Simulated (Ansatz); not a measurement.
One geometry of `C[CH2][Al]([NH2])[OH]`, several functionals.

```yaml
crystal:
  periodic: [false, false, false]
  atoms:
    - {symbol: C, position_ang: [-1.239462, 0.437734, 1.337055]}
    - {symbol: C, position_ang: [0.101410, 0.927352, 0.788732]}
    - {symbol: Al, position_ang: [0.817071, -0.103324, -0.704228]}
    - {symbol: N, position_ang: [-0.060730, -1.504957, -1.339308]}
    - {symbol: O, position_ang: [2.302678, 0.369838, -1.383865]}
    - {symbol: H, position_ang: [-1.592944, 1.051042, 2.171583]}
    - {symbol: H, position_ang: [-1.176455, -0.591813, 1.701120]}
    - {symbol: H, position_ang: [-2.021123, 0.457432, 0.572157]}
    - {symbol: H, position_ang: [0.854815, 0.938678, 1.585805]}
    - {symbol: H, position_ang: [0.021142, 1.974091, 0.471058]}
    - {symbol: H, position_ang: [0.224898, -2.097021, -2.101417]}
    - {symbol: H, position_ang: [-0.942273, -1.822758, -0.970154]}
    - {symbol: H, position_ang: [2.731573, -0.070995, -2.113837]}
basis:
  gaussian: {orbitals: def2-TZVPP}
hamiltonian: {xc: hse06, dispersion: d4}
output: {orbitals: {seedname: orbitals}}
```

```sh
$ ansatz run in.yaml --threads 4 --pin off --events-out ev --progress --plain
```

Shortened log:

```
Functional definition: HSE06
1438 factors; their error is unknown
128 factors; integrals over basis functions are off by at most 4.2e-7 eV
mean field evaluation 1: about -12313.7878 eV, gradient 1.0e2 eV
mean field evaluation 2: about -12285.8014 eV, gradient 1.5e2 eV
mean field evaluation 4: about -12333.5935 eV, gradient 9.9e0 eV
mean field evaluation 8: about -12333.8028 eV, gradient 1.8e-1 eV
mean field evaluation 16: about -12333.8120 eV, gradient 1.6e-4 eV
mean field -12333.81200424 eV, -453.2592309977 hartree, gradient 3.6e-5 eV, S^2 0.000000; 0 other end points of the search recorded, 0 dependent functions left out
reference -12333.81205325 eV, -453.2592327990 hartree; 24, 24 occupied and 254, 254 virtual orbitals, 1438 factors
Total energy: -12333.99378302 eV, -453.2659112446 hartree
```

It took 3.4 s on 4 threads of a server CPU on a shared host, with 0.72 GiB of host memory at the peak.

With the line `hamiltonian: {xc: {name: r2SCANh}, dispersion: d4}` (abridged; 5.5 s):

```
Functional definition: r2SCANh
mean field evaluation 16: about -12339.8456 eV, gradient 1.1e-4 eV
mean field -12339.84560488 eV, -453.4809617316 hartree, gradient 3.5e-5 eV, S^2 0.000000
Total energy: -12339.90846053 eV, -453.4832716340 hartree
```

With the line `hamiltonian: {xc: pbe0, dispersion: d4}` (abridged; 3.2 s):

```
Functional definition: PBE0
mean field evaluation 16: about -12334.2900 eV, gradient 9.6e-5 eV
mean field -12334.29000437 eV, -453.2767971787 hartree, gradient 2.9e-5 eV, S^2 0.000000
Total energy: -12334.48498168 eV, -453.2839624624 hartree
```

With the line `hamiltonian: {xc: {name: wB97M-V}}` and forces (abridged; 12 s):

```
Functional definition: wB97M-V
mean field evaluation 16: about -12341.1404 eV, gradient 6.9e-5 eV
mean field -12341.14044569 eV, -453.5285462538 hartree, gradient 7.0e-5 eV, S^2 0.000000
Total energy: -12341.14050150 eV, -453.5285483047 hartree
Atom 0 force    -0.196686    -0.059285     0.091338 eV/Å
Atom 1 force     0.208105     0.101544    -0.062292 eV/Å
Atom 2 force    -0.072456     0.041776     0.097785 eV/Å
Atom 3 force    -0.016464    -0.013457    -0.001067 eV/Å
Atom 4 force     0.061979    -0.020964    -0.066944 eV/Å
Atom 5 force     0.027378    -0.054320    -0.071023 eV/Å
Atom 6 force    -0.003207     0.071034    -0.028965 eV/Å
Atom 7 force     0.056230    -0.003873     0.051686 eV/Å
Atom 8 force    -0.063476     0.001040    -0.055083 eV/Å
Atom 9 force    -0.000629    -0.077586     0.031455 eV/Å
Atom 10 force    -0.029718    -0.003502     0.018849 eV/Å
Atom 11 force     0.015098    -0.017339    -0.027502 eV/Å
Atom 12 force     0.013846     0.034930     0.021763 eV/Å
Dipole moment:    -0.129950    -0.286665    -0.167776 e Å
```

Changing it to `hamiltonian: {xc: {name: PBE-QIDH}}` (abridged; 6 s):

```
Functional definition: PBE-QIDH
mean field evaluation 16: about -12322.1906 eV, gradient 1.9e-4 eV
mean field -12322.19058016 eV, -452.8321515400 hartree, gradient 3.1e-6 eV, S^2 0.000000
9 core orbitals not correlated: weight in the atoms' cores, before any rotation towards them, 1.000 or more for the frozen orbitals, at most 0.000 for the correlated occupied ones
second order -27.16938947 eV of doubles, -0.00000000 eV of singles
Total energy: -12331.24705801 eV, -453.1649709623 hartree
```

With the line `hamiltonian: {xc: {name: r2SCAN0}, dispersion: d4}` (abridged; 4.9 s):

```
Functional definition: r2SCAN0
mean field evaluation 16: about -12339.3796 eV, gradient 4.8e-5 eV
mean field -12339.37956809 eV, -453.4638351953 hartree, gradient 4.8e-5 eV, S^2 0.000000
Total energy: -12339.44872466 eV, -453.4663766526 hartree
```

HSE06 is the plane-wave form, built on full-range PBE exchange.
